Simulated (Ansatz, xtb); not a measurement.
**BF2H3SSi: 5 structures ranked**

5 gas-phase structures of BF2H3SSi, from a drawn sample of its isomers (lower ones may exist). Each was relaxed with GFN2-xTB; where two conformers were screened, the lower at r2SCAN-D4/def2-SVP is listed:

A. `F[SiH2]B(F)S`, a singlet
B. `F[SiH](F)BS`, a singlet
C. `BS[SiH](F)F`, a singlet
D. `FBS[SiH2]F`, a singlet
E. `FB(F)S[SiH3]`, a singlet

Question: Make a reasoned guess at their ranking by r2SCAN-D4/def2-SVP single-point energy.

Answer: Calculated order at r2SCAN-D4/def2-SVP: E (0.000), D (0.409), C (0.531), B (1.099), A (1.132) eV. Less than 1 kcal/mol parts B and A, so the order within that pair means little. CCSD(T)/def2-SVP + ΔMP2/def2-TZVPP after further relaxation puts C lowest instead.

Energies above the lowest of each column, in eV; the last columns are at B3LYP-D3(BJ)/def2-SVP geometries and were run for some of them only (a dash: not run or not comparable):

```csv
structure,GFN2-xTB,HF/STO-3G,r2SCAN-D4/def2-SVP,B3LYP-D3(BJ)/def2-SVP,CCSD(T)/def2-SVP + ΔMP2/def2-TZVPP
E,0.458,0.000,0.000,0.000,0.126
D,0.030,1.297,0.409,0.408,0.226
C,0.000,2.393,0.531,0.515,0.000
B,0.761,3.203,1.099,–,–
A,1.296,2.128,1.132,–,–
```

CCSD(T)/def2-SVP + ΔMP2/def2-TZVPP puts C lowest of those it was run on; HF/STO-3G picks E, r2SCAN-D4/def2-SVP picks E, B3LYP-D3(BJ)/def2-SVP picks E. CCSD(T)/def2-SVP + ΔMP2/def2-TZVPP orders those it was run on as C (0.000), E (0.126), D (0.226) eV. Flexible structures stand in one conformer each, not always the lowest. Frequencies (B3LYP-D3(BJ)/def2-SVP) were run for C, D, E alone. The ΔMP2 step shifts differences by up to 0.561 eV, which makes them less sure. ΔMP2 is the change of the MP2 energy from the smaller to the larger basis.

Over these structures GFN2-xTB departs from r2SCAN-D4/def2-SVP by 0.349 eV on average once a common shift is removed. A GFN2-xTB relaxation took about 0.095 s and the r2SCAN-D4/def2-SVP energy about 0.6 s on a shared host (Ansatz 0.2.0, xtb 6.7.1).
